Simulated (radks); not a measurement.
The numbers below are computed, except where a source is named.
Neutral iodine inside a hard spherical wall (all orbitals vanish at R), configuration held at [Kr] 4d10 5s2 5p5 and not refilled when levels cross. Code: a radial shooting solver on a logarithmic mesh with Libxc functionals. Model: scalar-relativistic Kohn-Sham, PBE, spin-polarised, spherical densities, finite nucleus; open shells are filled with parallel spins first (spin-orbit coupling, left out, can overturn this in heavy ions); Fermi nuclear charge, rms radius 4.75 fm. Eigenvalues in eV for spin up, with the zero of energy where the potential of the charges vanishes at infinity; a dash marks a level that is unbound or too diffuse for the functional's potential to be trusted. A positive occupied level is held by the wall or, in an anion where self-interaction has pushed it up, behind a barrier. The pressure on the wall is -dE/dV.

| R (bohr) | E (hartree) | kinetic (hartree) | e(4p) | e(4d) | e(5s) | e(5p) | e(6s, empty) | e(5d, empty) | pressure (GPa) |
|---|---|---|---|---|---|---|---|---|---|
| free | -7116.16923 | 7469.013 | -127.58 | -50.308 | -17.689 | -7.373 | - | - | 0 |
| 20 | -7116.16923 | 7469.013 | -127.58 | -50.308 | -17.689 | -7.373 | - | - | < 0.0001 |
| 15 | -7116.16923 | 7469.013 | -127.58 | -50.308 | -17.689 | -7.373 | -0.514 | 1.075 | < 0.0001 |
| 12 | -7116.16922 | 7469.013 | -127.58 | -50.307 | -17.689 | -7.373 | -0.375 | 1.365 | 0.000105 |
| 10 | -7116.16915 | 7469.014 | -127.57 | -50.300 | -17.682 | -7.367 | -0.057 | 1.731 | 0.00273 |
| 8 | -7116.16780 | 7469.028 | -127.49 | -50.219 | -17.614 | -7.302 | 0.961 | 2.503 | 0.0747 |
| 7 | -7116.16326 | 7469.065 | -127.30 | -50.027 | -17.460 | -7.149 | 2.243 | 3.272 | 0.406 |
| 6 | -7116.14430 | 7469.200 | -126.73 | -49.463 | -17.019 | -6.690 | 4.909 | 4.689 | 2.33 |
| 4 | -7115.67885 | 7471.601 | -120.58 | -43.470 | -12.281 | -1.074 | 27.025 | 15.220 | 113 |
| 2.5 | -7109.78459 | 7493.936 | -94.788 | -18.851 | 17.866 | 36.106 | 139.71 | 68.687 | 4650 |
| 2 | -7097.90214 | 7534.924 | -67.710 | 8.072 | 66.606 | 93.087 | 282.91 | 139.02 | 24400 |
